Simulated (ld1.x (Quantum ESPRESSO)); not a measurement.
## Ba (Z = 56): one change to a TM potential, before and after

- Element: barium
- Generator: ld1.x (Quantum ESPRESSO) 7.5
- Type: norm-conserving Troullier–Martins (Kleinman–Bylander form)
- Functional: PBEsol
- Relativity: scalar-relativistic
- Frozen core: [Xe]
- Valence charge: 2
- Reference configuration: 5d0 6s1.5 6p0.5
- Partial waves: 6s (bound): rc 4.20 bohr; 6p (bound): rc 3.45 bohr; 5d (bound, empty): rc 4.20 bohr
- Local potential: the d channel
- Core correction: a·sin(br)/r model core, default radius (core density twice the valence density)

Change: reference 5d1 6s1 6p0.

Cutoffs: the cutoffs (Ry, on a coarse ladder) from which the occupation-weighted sum of valence levels, in a spherical-Bessel basis at the reference potential, stays within 10 and 1 mRy of its value at 400 Ry; they do not see the model core or the augmentation charge, which bear on the density cutoff. Errors are all-electron minus pseudo energies relative to the spin-unpolarised reference configuration.

Task: What does the change do?

Result: Both files are very soft (loose and tight cutoff 6 and 12 Ry → 8 and 10 Ry on this coarse ladder); the bound ghosts move from p, s to s; the number of tests that count goes from 7 to 3.

```csv
quantity,base,changed
"cutoff, loose",6 Ry,8 Ry
"cutoff, tight",12 Ry,10 Ry
bound ghosts,"s, p",s
"tests counted (converged, no solver errors)",7 of 7,3 of 7
s: phases at 4.57 bohr within 0.05 rad from the reference energy up to (Ry; the scan ends near 5),1.1,1.2
p: phases at 4.57 bohr within 0.05 rad from the reference energy up to (Ry; the scan ends near 5),-0.1,-0.0
d: phases at 4.57 bohr within 0.05 rad from the reference energy up to (Ry; the scan ends near 5),0.7,0.8
```

Changed file: Tests not counted: 5d0 6s1 6p0 (solver errors, printed error -2.5 eV); 5d0 6s0 6p1 (solver errors, printed error -1.9 eV); 5d0 6s0 6p2 (solver errors, printed error -7.0 eV); 5d0 6s1 6p1 (solver errors, printed error -7.0 eV). A true bound ghost makes a file unfit for plane-wave use even where its test errors are small: the radial tests pick states by their node count and pass the ghost by. Where a test does run into it, the solver fails or the error is huge.
